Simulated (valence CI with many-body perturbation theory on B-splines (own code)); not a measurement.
## W35+: E2, M1 decay

Calculated by valence CI with perturbative core correlation (CI+MBPT): three valence electrons over a frozen Dirac-Fock core [Kr], a basis of 9 s, 9 p, 10 d, 8 f, 5 g, 3 h, 1 i functions for each j, with the one-electron correlation potential Σ1, the two-electron term Σ2, the three-electron term Σ3, Breit, model QED; selected CI, second order for the rest (own B-spline code, finite nucleus).

No measured spectrum was set against this ion. As an estimate, large intervals hold to a few tenths of a per cent, small ones and those within an open d or f shell to about a per cent. Only levels of the ground parity were solved; by the run's estimate the other parity begins above the list, which can be wrong where configurations are misplaced.

Lines 1 to 50 of 57 in falling wavelength, among levels below 528970 cm⁻¹, chosen from the decays that carry over 1 % of a level's rate. Wavelengths and rates use the calculated energies. Electric multipoles are in the length gauge, E1 and E2 with the static RPA response of the core. Weak lines are less certain than strong ones. Lines between different terms over intervals too small for the method are left out, as are lines whose strength nearly cancels. The highest levels of a list are the least certain.

Levels are named by their leading jj configuration (3d3/2^4 stands for four electrons in 3d with j = 3/2), which in mixed levels can hold well under half, so a name can repeat and another be missing. Letters in brackets count levels of one name in rising energy.

```csv
λ vac (nm),Upper,Lower,Type,A (s⁻¹),Branch %
3422,(4d3/2^2 4d5/2) J=9/2,(4d3/2^2 4d5/2) J=7/2,M1,1.91e-01,99.9
325.6,(4d3/2^2 4d5/2) J=7/2,(4d3/2^2 4d5/2) J=5/2 [a],M1,4.32e+02,97.1
265.0,(4d3/2 4d5/2^2) J=5/2 [b],(4d3/2 4d5/2^2) J=3/2 [a],M1,3.85e+02,1.1
146.0,(4d3/2^2 4d5/2) J=5/2 [b],(4d3/2^2 4d5/2) J=7/2,M1,3.15e+02,4.0
142.3,(4d3/2 4d5/2^2) J=7/2 [b],(4d3/2 4d5/2^2) J=7/2 [a],M1,7.65e+02,2.6
126.8,(4d3/2 4d5/2^2) J=3/2 [a],(4d3/2^2 4d5/2) J=5/2 [b],M1,1.37e+03,1.2
125.4,(4d3/2^2 4d5/2) J=5/2 [b],(4d3/2^2 4d5/2) J=3/2,M1,2.05e+03,25.8
124.5,(4d5/2^3) J=3/2,(4d3/2 4d5/2^2) J=3/2 [b],M1,2.16e+03,1.8
112.8,(4d3/2 4d5/2^2) J=3/2 [b],(4d3/2 4d5/2^2) J=1/2,M1,1.99e+03,2.8
105.8,(4d3/2 4d5/2^2) J=5/2 [a],(4d3/2^2 4d5/2) J=5/2 [b],M1,8.49e+03,15.4
102.6,(4d3/2 4d5/2^2) J=3/2 [b],(4d3/2 4d5/2^2) J=3/2 [a],M1,3.25e+03,4.6
100.8,(4d3/2^2 4d5/2) J=5/2 [b],(4d3/2^2 4d5/2) J=5/2 [a],M1,5.44e+02,6.8
89.56,(4d5/2^3) J=5/2,(4d3/2 4d5/2^2) J=3/2 [b],M1,5.67e+03,3.5
85.77,(4d3/2 4d5/2^2) J=5/2 [b],(4d3/2^2 4d5/2) J=5/2 [b],M1,1.40e+04,38.8
84.33,(4d5/2^3) J=9/2,(4d3/2 4d5/2^2) J=11/2,M1,3.57e+03,3.2
83.34,(4d3/2 4d5/2^2) J=7/2 [a],(4d3/2^2 4d5/2) J=7/2,M1,1.67e+04,18.4
82.34,(4d3/2^2 4d5/2) J=5/2 [a],(4d3/2^3) J=3/2,M1,4.60e+04,100.0
82.11,(4d3/2 4d5/2^2) J=7/2 [b],(4d3/2^2 4d5/2) J=5/2 [b],M1,3.18e+03,10.8
76.56,(4d3/2 4d5/2^2) J=9/2,(4d3/2^2 4d5/2) J=9/2,M1,3.24e+04,62.1
74.88,(4d3/2 4d5/2^2) J=9/2,(4d3/2^2 4d5/2) J=7/2,M1,1.97e+04,37.9
71.41,(4d5/2^3) J=3/2,(4d3/2 4d5/2^2) J=5/2 [b],M1,3.56e+03,3.0
70.96,(4d3/2^2 4d5/2) J=3/2,(4d3/2^3) J=3/2,M1,3.78e+04,99.7
70.05,(4d3/2 4d5/2^2) J=3/2 [a],(4d3/2^2 4d5/2) J=1/2,M1,1.16e+04,10.2
67.17,(4d5/2^3) J=9/2,(4d3/2 4d5/2^2) J=9/2,M1,4.48e+04,39.8
66.35,(4d3/2 4d5/2^2) J=7/2 [a],(4d3/2^2 4d5/2) J=5/2 [a],M1,7.39e+04,81.5
65.96,(4d3/2 4d5/2^2) J=1/2,(4d3/2^2 4d5/2) J=1/2,M1,6.77e+04,93.9
65.72,(4d3/2^2 4d5/2) J=7/2,(4d3/2^3) J=3/2,E2,1.31e+01,2.9
63.80,(4d3/2^2 4d5/2) J=1/2,(4d3/2^3) J=3/2,M1,1.42e+04,99.0
63.06,(4d3/2 4d5/2^2) J=3/2 [a],(4d3/2^2 4d5/2) J=3/2,M1,6.81e+04,59.6
62.14,(4d3/2 4d5/2^2) J=11/2,(4d3/2^2 4d5/2) J=9/2,M1,2.21e+04,99.3
61.70,(4d5/2^3) J=3/2,(4d3/2 4d5/2^2) J=5/2 [a],M1,4.05e+04,34.1
61.57,(4d5/2^3) J=9/2,(4d3/2 4d5/2^2) J=7/2 [a],M1,6.32e+04,56.2
61.33,(4d3/2 4d5/2^2) J=5/2 [a],(4d3/2^2 4d5/2) J=7/2,M1,2.75e+03,5.0
60.17,(4d5/2^3) J=5/2,(4d3/2 4d5/2^2) J=7/2 [b],M1,1.56e+04,9.7
59.73,(4d3/2 4d5/2^2) J=1/2,(4d3/2^2 4d5/2) J=3/2,M1,3.77e+03,5.2
59.20,(4d5/2^3) J=3/2,(4d3/2 4d5/2^2) J=1/2,M1,2.70e+04,22.8
58.34,(4d5/2^3) J=5/2,(4d3/2 4d5/2^2) J=5/2 [b],M1,2.56e+04,15.9
57.38,(4d3/2 4d5/2^2) J=5/2 [a],(4d3/2^2 4d5/2) J=3/2,M1,3.71e+04,67.4
56.71,(4d3/2 4d5/2^2) J=3/2 [b],(4d3/2^2 4d5/2) J=5/2 [b],M1,3.91e+04,55.7
56.25,(4d5/2^3) J=3/2,(4d3/2 4d5/2^2) J=3/2 [a],M1,4.40e+04,37.0
56.16,(4d3/2 4d5/2^2) J=3/2 [a],(4d3/2^2 4d5/2) J=5/2 [a],M1,3.20e+04,28.0
54.03,(4d3/2 4d5/2^2) J=5/2 [b],(4d3/2^2 4d5/2) J=7/2,M1,1.92e+04,53.1
53.38,(4d3/2 4d5/2^2) J=7/2 [b],(4d3/2^2 4d5/2) J=9/2,M1,1.10e+04,37.2
52.56,(4d3/2 4d5/2^2) J=7/2 [b],(4d3/2^2 4d5/2) J=7/2,M1,1.17e+04,39.9
51.70,(4d5/2^3) J=5/2,(4d3/2 4d5/2^2) J=5/2 [a],M1,3.93e+04,24.4
51.61,(4d3/2 4d5/2^2) J=5/2 [a],(4d3/2^2 4d5/2) J=5/2 [a],M1,5.66e+03,10.3
47.82,(4d5/2^3) J=5/2,(4d3/2 4d5/2^2) J=3/2 [a],M1,4.59e+04,28.6
46.34,(4d3/2 4d5/2^2) J=5/2 [b],(4d3/2^2 4d5/2) J=5/2 [a],M1,2.13e+03,5.9
45.32,(4d3/2^2 4d5/2) J=5/2 [b],(4d3/2^3) J=3/2,M1,5.00e+03,62.9
45.25,(4d3/2 4d5/2^2) J=7/2 [b],(4d3/2^2 4d5/2) J=5/2 [a],M1,2.47e+03,8.4
```
